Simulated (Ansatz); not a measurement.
O$_{2}$Ti (SMILES [O]=[Ti]=[O]), singlet, geometry from GFN2-xTB (such geometries of metal compounds can be far from the true shape); BLYP/STO-3G in Ansatz (a first-principles code).

Ansatz was given this input:
Ansatz 0.2 input:
```yaml
crystal:
  periodic: [false, false, false]
  atoms:
    - {symbol: Ti, position_ang: [0.23899428, 0.04573060, 0.28655580]}
    - {symbol: O, position_ang: [0.69526851, 0.11672313, -1.27662119]}
    - {symbol: O, position_ang: [-1.35250277, -0.24248227, 0.48859274]}
basis:
  gaussian:
    orbitals: STO-3G
hamiltonian:
  xc: blyp
```

What the program printed (banner, timings and long lists left out):

```
Functional definition: BLYP
389 factors; integrals over basis functions are off by at most 1.5e-4 eV
mean field evaluation 1: about -26903.2610 eV, gradient 5.4e1 eV
mean field evaluation 2: about -26539.1753 eV, gradient 3.0e2 eV
mean field evaluation 4: about -26912.7348 eV, gradient 1.8e0 eV
mean field evaluation 8: about -26912.7518 eV, gradient 8.7e-2 eV
mean field evaluation 16: about -26912.7249 eV, gradient 4.5e-5 eV
mean field evaluation 32: about -26912.7249 eV, gradient 4.9e-3 eV
mean field -26912.72494707 eV, -989.0243997045 hartree, gradient 3.9e-5 eV, S^2 0.000000; 4 other end points of the search recorded, 0 dependent functions left out
reference -26912.72514538 eV, -989.0244069925 hartree; 19, 19 occupied and 9, 9 virtual orbitals, 389 factors
Total energy: -26912.72514538 eV, -989.0244069925 hartree
```
